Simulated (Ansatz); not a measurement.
Cost and result for the atomization energy of CH5FGeS, SMILES `F[CH2][GeH2][SH]` (9 atoms, 8 bonds).

Z-matrix (Å, degrees):
```
C
Ge 1 1.974
F 1 1.387 2 109.2
H 1 1.094 2 111.2 3 -119.6
H 1 1.093 2 110.4 3 119.2
S 2 2.220 1 108.7 3 -60.8
H 2 1.536 1 110.5 3 -176.7
H 2 1.538 1 109.6 3 60.6
H 6 1.344 2 93.4 1 54.5
```

Total charge 0; spin multiplicity 1. Correlated methods include outer-core shells of Ge, which these sets cover unevenly. Scalar relativity is left out up to krypton. The structure was optimised at the PBE0-D4/def2-TZVP level. It is one conformer, not always the lowest. Program: Ansatz. All runs use 4 threads of an Arm Neoverse V2 on a shared host. Times are those of one run each, without the atoms' runs, and a repeat can differ threefold. Electronic energies, without spin–orbit coupling; frozen cores. CCSD(T)/CBS adds CCSD(T) − MP2 in def2-TZVPP to the MP2 limit, and its time is that of the two runs behind it. T1 = 0.011. With those shells the extrapolation isn't a true limit. B3LYP takes the VWN-RPA correlation (the form of Gaussian; ORCA's B3LYP/G).

CCSD(T)/CBS is a level of theory with its own doubt, some kJ/mol a heavy atom from the limit and from the frozen cores, so smaller differences don't rank the functionals.

```csv
level,functions,wall time
PBE-D4/def2-TZVPP (with forces),222,1.6 s
PBE0-D4/def2-TZVPP,222,2.1 s
B3LYP-D4/def2-TZVPP (with forces),222,3.1 s
r2SCAN-D4/def2-TZVPP (with forces),222,3.4 s
B2PLYP/def2-TZVPP,222,3.5 s
ωB97X-V/def2-TZVPP,222,5.5 s
ωB97M-V/def2-TZVPP (with forces),222,8 s
MP2/def2-QZVPP,423,14 s
CCSD(T)/def2-TZVPP,222,87 s
CCSD(T)/CBS(def2),–,100 s
```

(1) What atomization energy does each give, and how far from CCSD(T)/CBS? (An estimate is asked.)

## Answers

(1) The calculation gave: 
| level | atomization (kJ/mol) | difference from CCSD(T)/CBS | per bond |
| --- | --- | --- | --- |
| PBE-D4/def2-TZVPP (with forces) | 2878.4 | 29.9 | 3.7 |
| PBE0-D4/def2-TZVPP | 2830.2 | -18.3 | -2.3 |
| B3LYP-D4/def2-TZVPP (with forces) | 2824.3 | -24.2 | -3.0 |
| r2SCAN-D4/def2-TZVPP (with forces) | 2850.4 | 1.9 | 0.2 |
| B2PLYP/def2-TZVPP | 2797.0 | -51.5 | -6.4 |
| ωB97X-V/def2-TZVPP | 2860.5 | 12.0 | 1.5 |
| ωB97M-V/def2-TZVPP (with forces) | 2841.6 | -6.9 | -0.9 |
| MP2/def2-QZVPP | 2843.8 | -4.7 | -0.6 |
| CCSD(T)/def2-TZVPP | 2781.2 | -67.3 | -8.4 |
| CCSD(T)/CBS(def2) | 2848.5 | 0.0 | 0.0 |

In def2-TZVPP, CCSD(T) changes the Hartree–Fock value by +755.2 kJ/mol (the triples alone add +43.2 kJ/mol) and MP2 by +778.7 kJ/mol; breaking electron pairs costs correlation energy, which Hartree–Fock lacks. The D4 term adds +28.6 kJ/mol with B3LYP and +15.0 kJ/mol with PBE0; it sums over pairs of atoms, weighted by their polarisabilities, and B3LYP, whose exchange is more repulsive, gets the larger term. From PBE to PBE0 (25 % exact exchange), in def2-TZVPP and without D4, the atomization energy moves by −45.6 kJ/mol: exact exchange takes away binding that semilocal exchange gives to molecules.
